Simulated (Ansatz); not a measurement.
Kohn–Sham single points on C3H4OSi (`C=C=C1O[SiH2]1`).

```yaml
crystal:
  periodic: [false, false, false]
  atoms:
    - {symbol: C, position_ang: [0.971154, 1.565532, -1.375928]}
    - {symbol: C, position_ang: [0.341296, 0.679565, -0.657546]}
    - {symbol: C, position_ang: [-0.231625, -0.200397, 0.089244]}
    - {symbol: O, position_ang: [-1.517253, -0.811963, 0.021449]}
    - {symbol: Si, position_ang: [-0.646096, -1.391827, 1.338454]}
    - {symbol: H, position_ang: [0.890114, 2.628194, -1.164845]}
    - {symbol: H, position_ang: [1.592520, 1.274206, -2.218204]}
    - {symbol: H, position_ang: [-0.189942, -2.795355, 1.270826]}
    - {symbol: H, position_ang: [-1.121668, -0.994254, 2.679451]}
basis:
  gaussian: {orbitals: def2-TZVPP}
hamiltonian: {xc: {name: revPBE}, dispersion: d4}
output: {orbitals: {seedname: orbitals}}
```

```sh
$ ansatz run in.yaml --threads 2 --pin off --events-out ev --progress --plain --max-ram 4352MiB
```

Shortened log:

```
Functional definition: revPBE
1215 factors; their error is unknown
mean field evaluation 1: about -13086.3178 eV, gradient 6.8e1 eV
mean field evaluation 2: about -13001.1532 eV, gradient 1.7e2 eV
mean field evaluation 4: about -13095.6365 eV, gradient 2.8e1 eV
mean field evaluation 8: about -13097.4749 eV, gradient 6.6e-1 eV
mean field evaluation 16: about -13097.4463 eV, gradient 5.2e-4 eV
mean field -13097.44627489 eV, -481.3222728343 hartree, gradient 2.5e-5 eV, S^2 0.000000; 0 other end points of the search recorded, 0 dependent functions left out
reference -13097.44633116 eV, -481.3222749020 hartree; 22, 22 occupied and 200, 200 virtual orbitals, 1215 factors
Total energy: -13098.00956760 eV, -481.3429734594 hartree
```

Run time 2.1 s (2 threads of an Arm Neoverse V2 on a shared host); peak host memory 0.25 GiB.

With the line `hamiltonian: {xc: r2scan, dispersion: d4}` and forces (abridged; 5.5 s):

```
Functional definition: r2SCAN
mean field evaluation 16: about -13096.8621 eV, gradient 9.1e-3 eV
mean field -13096.86208049 eV, -481.3008040859 hartree, gradient 2.9e-5 eV, S^2 0.000000
Total energy: -13096.90608929 eV, -481.3024213798 hartree
Atom 0 force     0.070260     0.088341    -0.067329 eV/Å
Atom 1 force    -0.049432    -0.028255     0.000803 eV/Å
Atom 2 force     0.341226     0.110573     0.090506 eV/Å
Atom 3 force    -0.451955    -0.134791    -0.135677 eV/Å
Atom 4 force     0.095065    -0.063630     0.150485 eV/Å
Atom 5 force     0.013588     0.005406    -0.009817 eV/Å
Atom 6 force     0.003146     0.016612    -0.006547 eV/Å
Atom 7 force    -0.017490     0.015760    -0.001669 eV/Å
Atom 8 force    -0.004408    -0.010018    -0.020755 eV/Å
Dipole moment:     0.183186    -0.150841     0.313216 e Å
```

With the line `hamiltonian: {xc: {name: r2SCAN0}, dispersion: d4}` (abridged; 5.5 s):

```
Functional definition: r2SCAN0
mean field evaluation 16: about -13095.8742 eV, gradient 1.7e-4 eV
mean field -13095.87420574 eV, -481.2645003586 hartree, gradient 5.8e-5 eV, S^2 0.000000
Total energy: -13095.92591546 eV, -481.2664006557 hartree
```

Changing it to `hamiltonian: {xc: hse06, dispersion: d4}` (abridged; 3.2 s):

```
Functional definition: HSE06
mean field evaluation 16: about -13090.5376 eV, gradient 1.7e-4 eV
mean field -13090.53762141 eV, -481.0683845018 hartree, gradient 3.4e-5 eV, S^2 0.000000
Total energy: -13090.67739119 eV, -481.0735209464 hartree
```

Changing it to `hamiltonian: {xc: {name: wB97M-V}}` and forces (abridged; 12 s):

```
Functional definition: wB97M-V
mean field evaluation 16: about -13097.9371 eV, gradient 1.5e-4 eV
mean field -13097.93707798 eV, -481.3403095150 hartree, gradient 5.7e-5 eV, S^2 0.000000
Total energy: -13097.93712917 eV, -481.3403113962 hartree
Atom 0 force     0.075466     0.119534    -0.103819 eV/Å
Atom 1 force    -0.009154     0.050905    -0.074212 eV/Å
Atom 2 force     0.213159     0.014227     0.129275 eV/Å
Atom 3 force    -0.163758    -0.057050    -0.044657 eV/Å
Atom 4 force    -0.062907    -0.144228     0.148986 eV/Å
Atom 5 force    -0.006050    -0.120786     0.001786 eV/Å
Atom 6 force    -0.075656     0.004545     0.093944 eV/Å
Atom 7 force    -0.049146     0.189533     0.020094 eV/Å
Atom 8 force     0.078048    -0.056680    -0.171397 eV/Å
Dipole moment:     0.210558    -0.159754     0.342711 e Å
```

With the line `hamiltonian: {xc: {name: BLYP}, dispersion: d4}` (abridged; 2 s):

```
Functional definition: BLYP
mean field evaluation 16: about -13099.0578 eV, gradient 5.8e-4 eV
mean field -13099.05778130 eV, -481.3814946025 hartree, gradient 2.5e-5 eV, S^2 0.000000
Total energy: -13099.45404545 eV, -481.3960570414 hartree
```

HSE06 is the plane-wave form, built on full-range PBE exchange.
